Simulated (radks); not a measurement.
Initial-state core-level shifts of the praseodymium ion Pr3+ when its valence configuration changes from [Xe] 4f2. Calculated with a radial shooting solver on a logarithmic mesh with Libxc functionals: scalar-relativistic Kohn-Sham, r2SCAN, spin-polarised, spherical densities, finite nucleus; open shells are filled with parallel spins first (spin-orbit coupling, left out, can overturn this in heavy ions); meta-GGA in the generalised Kohn-Sham scheme; Fermi nuclear charge, rms radius 4.8919 fm. Shifts are changes of the shell-averaged eigenvalues in eV (positive: less bound); the change of the density at the nucleus, which sets a Mossbauer isomer shift, is in e/bohr^3, on a base of 4.334e+05.

valence           2s       4s       4d       5s  density at nucleus
4f1 6s1      -12.130  -12.293  -11.520   -6.708              +73.01
5d2          -18.195  -18.640  -16.987   -7.581              +54.84
6p2          -27.446  -27.483  -25.778  -15.362              +71.64
4f1.5 6p0.5   -6.429   -6.538   -6.168   -3.840              +16.19
4f1 6p1      -13.145  -13.304  -12.524   -7.677              +33.51
5d1 6p1      -22.851  -23.112  -21.437  -11.574              +62.64
4f1 5d1       -8.696   -9.016   -8.248   -3.787              +25.80
4f1.5 5d0.5   -4.242   -4.424   -4.054   -1.888              +12.48
6s1 6p1      -26.462  -26.508  -24.812  -14.451             +114.06
